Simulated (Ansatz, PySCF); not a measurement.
System: BF, net charge 1, doublet state. 
Geometry from a B3LYP-D3(BJ)/def2-TZVP (Ansatz, a first-principles code) optimisation:
SMILES: [B][F+]
```xyz
2

B      0.0000     0.0000    -0.7810
F      0.0000     0.0000     0.4339
```
Charge +1, spin multiplicity 2.

Quantity: vertical ionisation energy (to the singlet state of charge +2; each state is the SCF solution reached for its spin), in eV. Correlated levels leave the core frozen unless marked. UHF or UKS for open shells. Spin-orbit coupling is left out. No relativistic terms. Basis-set limits of correlation are two-point, X^-3; Hartree-Fock from the larger set.

```tsv
level	program	vertical ionisation energy (eV)
r2SCAN/def2-TZVPD	Ansatz	23.48
BHLYP/def2-TZVPD	Ansatz	23.61
wB97X-V/def2-TZVPD	Ansatz	23.27
CCSD/def2-SVPD	Ansatz	23.23
CCSD/aug-cc-pVQZ	Ansatz	23.37
CCSD(T)/def2-SVPD	Ansatz	23.18
CCSD(T)/CBS(aug-cc-pVTZ,aug-cc-pVQZ)	Ansatz	23.33
```

For comparison, minus the highest occupied orbital energy (PySCF): 24.08 eV at HF/def2-TZVPD, 19.90 eV at MN15/def2-TZVPD, 18.06 eV at BP86/def2-TZVPD.
